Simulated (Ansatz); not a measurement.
Consider the formal hydrolysis of the Si–O bond: `O[SiH2][O][GeH3]` + H₂O → `O[SiH2]O` + `[OH][GeH3]`.

Computed with Ansatz on PBE0-D4/def2-TZVP structures; ΔE is electronic, products minus reactants. CCSD(T)/CBS adds triple-zeta CCSD(T) − MP2 to the extrapolated MP2 energy (def2 sets, frozen cores). This one scheme is used for every species. Functionals use def2-TZVPP. For Ge outer-core shells are correlated without core-valence functions, which leaves a few kJ/mol of doubt a bond. Scalar relativity is left out up to krypton. Each species was taken in one conformer, which may not be the lowest.

| level | ΔE (kJ/mol) |
| --- | --- |
| B97M-V | 14.6 |
| PBE0 | 11.7 |

(1) What does CCSD(T)/CBS give? (Estimate.)

Largest T1 diagnostic among the species: 0.012.

## Answers

(1) Computed: +20.2 kJ/mol. The listed levels differ from it by -5.6, -8.5 kJ/mol.

From BLYP to BHLYP (50 % exact exchange), in def2-TZVPP and without D4, ΔE moves by +6.2 kJ/mol. The D4 term adds +6.8 kJ/mol with B3LYP and +3.9 kJ/mol with PBE0; it sums over pairs of atoms, weighted by their polarisabilities, and B3LYP, whose exchange is more repulsive, gets the larger term.

B3LYP here is the variant with VWN-RPA as its local correlation; programs differ in this.
